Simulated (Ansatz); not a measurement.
Ansatz (a first-principles code) input (CCSD(T)/aug-cc-pV(D+d)Z):
A basis named .json is the Basis Set Exchange file of that set.

Ansatz 0.2 input:
```yaml
crystal:
  periodic: [false, false, false]
  atoms:
    - {symbol: C, position_ang: [-1.23321443, -0.03460907, 0.11107650]}
    - {symbol: Al, position_ang: [0.71260294, 0.02567888, -0.06609284]}
    - {symbol: H, position_ang: [-1.68313582, -0.63112520, -0.68859724]}
    - {symbol: H, position_ang: [-1.51404125, -0.52507473, 1.04958703]}
    - {symbol: H, position_ang: [-1.69868486, 0.95246504, 0.10126852]}
    - {symbol: H, position_ang: [1.53194824, -1.32317270, -0.20719139]}
    - {symbol: H, position_ang: [1.49936195, 1.40073666, -0.06231890]}
basis:
  gaussian:
    orbitals: aug-cc-pV_D+d_Z.json
magnetization: {spin_polarized: false}
correlation: {method: ccsd_t, electrons: outside_noble_gas}
output: {forces: true}
```

Output:

```
Functional definition: HF
integrals: 0.13 GiB planned
997 factors; integrals over basis functions are off by at most 9.6e-4 eV
0.59 GiB of device memory are held for the factors and their scratch space
mean field: 0.25 GiB planned
mean field evaluation 1: about -7689.9550 eV, gradient 2.9e1 eV
mean field evaluation 2: about -7689.9549 eV, gradient 2.9e1 eV
mean field evaluation 4: about -7692.2917 eV, gradient 2.1e0 eV
mean field evaluation 8: about -7692.3145 eV, gradient 4.1e-4 eV
mean field evaluation 16: about -7692.3141 eV, gradient 2.3e-1 eV
mean field -7692.31448132 eV, -282.6873431504 hartree, gradient 1.7e-6 eV, S^2 0.000000; 0 other end points of the search recorded, 0 dependent functions left out
6 core orbitals not correlated
reference -7692.31448132 eV, -282.6873431504 hartree; 6, 6 occupied and 88, 88 virtual orbitals, 997 factors
densities: 3.57 GiB planned
second order -6.28183563 eV of doubles, -0.00000000 eV of singles
coupled cluster: 1.32 GiB planned
cycle   1  -7.00189113 eV  change   -7.2e-1 eV  update   6.2e-2
cycle   2  -7.26511855 eV  change   -2.6e-1 eV  update   2.0e-2
cycle   3  -7.28241994 eV  change   -1.7e-2 eV  update   5.1e-3
cycle   4  -7.28152852 eV  change    8.9e-4 eV  update   1.7e-3
cycle   5  -7.28129912 eV  change    2.3e-4 eV  update   5.0e-4
cycle   6  -7.28125537 eV  change    4.4e-5 eV  update   1.5e-4
cycle   7  -7.28125410 eV  change    1.3e-6 eV  update   4.4e-5
cycle   8  -7.28125843 eV  change   -4.3e-6 eV  update   1.5e-5
cycle   9  -7.28125532 eV  change    3.1e-6 eV  update   4.5e-6
perturbative correction -0.18752716 eV, -0.0068914960 hartree
the calculation of the forces begins
0.59 GiB of device memory are held for the factors and their scratch space
Total energy: -7699.78326380 eV, -282.9618158442 hartree
Atom 0 at    -1.233214    -0.034609     0.111076 Å, force     0.298026     0.021696    -0.033006 eV/Å
Atom 1 at     0.712603     0.025679    -0.066093 Å, force     0.222955     0.012018    -0.019720 eV/Å
Atom 2 at    -1.683136    -0.631125    -0.688597 Å, force    -0.223521    -0.271578    -0.363992 eV/Å
Atom 3 at    -1.514041    -0.525075     1.049587 Å, force    -0.144696    -0.221725     0.427420 eV/Å
Atom 4 at    -1.698685     0.952465     0.101269 Å, force    -0.236312     0.460394    -0.002896 eV/Å
Atom 5 at     1.531948    -1.323173    -0.207191 Å, force     0.042433    -0.077162    -0.007898 eV/Å
Atom 6 at     1.499362     1.400737    -0.062319 Å, force     0.041116     0.076357     0.000093 eV/Å
Dipole moment:    -0.139078    -0.001767     0.011384 e Å
```
